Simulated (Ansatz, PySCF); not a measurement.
System: sum formula H4Si2OF (charge 0, doublet). It need not be the lowest isomer of its formula. 
Geometry from a B3LYP-D3(BJ)/def2-TZVP (Ansatz, an electronic-structure program) optimisation:
```
O
Si 1 1.6216
F 2 1.6003 1 109.58
Si 1 1.6470 2 152.39 3 48.05
H 2 1.4712 3 107.81 1 -118.15
H 2 1.4734 5 113.25 3 118.44
H 4 1.4865 1 107.45 2 169.47
H 4 1.4881 7 110.58 1 -119.17
```
Charge 0, spin multiplicity 2.

Wanted: atomisation energy (electronic, to ground-state atoms), in kJ/mol. Cores are frozen in the correlated levels unless marked. UHF or UKS for open shells. No spin-orbit coupling. Non-relativistic. The coupled-cluster limit lacks core correlation, which all-electron functionals hold. Basis-set limits of correlation are two-point, X^-3; Hartree-Fock from the larger set. The bracket is a focal-point correction in the basis named.

```tsv
level	program	atomisation energy (kJ/mol)
SVWN5/def2-TZVPD	Ansatz	3103.5
M06-2X/def2-TZVPD	PySCF	2785.6
CCSD/6-31G	Ansatz	…
CCSD/cc-pV(T+d)Z	Ansatz	…
RI-MP2/CBS(aug-cc-pV(T+d)Z,aug-cc-pV(Q+d)Z)+[CCSD(T)-MP2]/aug-cc-pV(T+d)Z	Ansatz	2790.5
```

Task: What belongs in the gaps?

Result: 
- CCSD/6-31G, atomisation energy (kJ/mol): 2042.8
- CCSD/cc-pV(T+d)Z, atomisation energy (kJ/mol): 2664.1
